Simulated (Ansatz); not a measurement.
Molecule: sum formula TiO3H3, charge 1, multiplicity 1. The spin state was set by rule; other spins were not relaxed. 
Coordinates optimised at B3LYP-D3(BJ)/def2-TZVP (Ansatz, a program for electronic structure):
```xyz
7

Ti     0.0778     0.1741     0.1081
O      1.4452    -0.2871    -0.8627
H      2.1619    -0.8828    -1.1215
O     -0.3264    -0.9058     1.4100
H     -0.9456    -1.4061     1.9596
O     -1.2681     0.8589    -0.7546
H     -1.7345     1.1299    -1.5575
```
Charge +1, spin multiplicity 1.

Basis-set convergence of Hartree-Fock and MP2 correlation energies (hartree) with Ansatz. Valence correlation only, unless marked. Spin-orbit coupling is left out. The frozen core is the preceding noble-gas configuration, with the filled d and f shells of earlier blocks. No relativistic terms.

The T1 diagnostic of CCSD in the largest basis is 0.027, which is high, so the coupled-cluster rows are less sure than usual.

```tsv
basis	functions	E(HF)	E(corr, MP2)
def2-SVP	88	-1074.32482	-0.71604
def2-TZVPP	199	-1074.73570	-0.88075
def2-QZVPP	354	-1074.76130	-0.94358
```

Extrapolating the two largest sets (X = 3 and 4) as X^-3: E(corr) = (64·(-0.94358) - 27·(-0.88075))/37 = -0.9894 Eh, an estimate of the basis-set limit. The largest set recovers 95.4 % of it, the smallest 72.4 %.
